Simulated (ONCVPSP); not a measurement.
**Si (Z = 14), ONCV: configuration errors across variants**

* Element: silicon (Si)
* Generator: ONCVPSP 4.0.1
* Type: optimised norm-conserving Vanderbilt (ONCV)
* Functional: PBE
* Relativity: scalar-relativistic
* Frozen core: [Ne]
* Valence charge: 4
* Reference configuration: 3s2 3p1 (charge +1)
* Partial waves: 3s: rc 1.60 bohr, ncon 4, nbas 7, qcut 4.9 1/bohr, local; 3p: rc 2.10 bohr, ncon 4, nbas 7, qcut 4.2 1/bohr, 3 projectors, debl 0.6 Ha
* Local potential: the s channel
* Core correction: none

All-electron excitation energies from the reference (eV): (1) 3s2 3p2 -7.740; (2) 3s2 3p0 15.993; (3) 3s1 3p0 49.964; (4) 3s1 3p3 -0.926.

A true bound ghost makes a file unfit for plane-wave use even where its test errors are small: the radial tests pick states by their node count and pass the ghost by.

Errors AE − PS in meV (a dash: test not solved or not reliable):

| change | (1) | (2) | (3) | (4) | bound ghosts | GHOST(+) flags above zero |
| --- | --- | --- | --- | --- | --- | --- |
| base | -1.0 | -0.9 | +68 | -0.9 | p | p |
| s: rc 2.04 | -0.9 | -0.7 | +67 | -1.3 | p | p |
| s: qcut 3.4; p: qcut 2.9 | -0.7 | +0.3 | +66 | -0.3 | p | p |
| p: rc 2.44 | -1.4 | -2.5 | +62 | -0.2 | none | none |
| p: nbas 8 | -1.0 | -1.1 | +67 | -0.8 | none | p |
| s: qcut 3.3 | -0.5 | +1.2 | +69 | -0.1 | p | p |
| p: nproj 1 | +0.3 | -0.8 | +68 | -0.1 | none | none |
| core correction Teter function, fcfact 2.25, rcfact 1.8 | -5.6 | -26 | -177 | -7.7 | p | p |

Problem. Give the same row for: s: nproj 1; local potential polynomial inside 1.40 bohr (lpopt 5, dvloc0 6 Ha).

Solution. -0.8, -0.3, +70, -0.9; bound ghosts: none; GHOST(+) flags above zero: p.
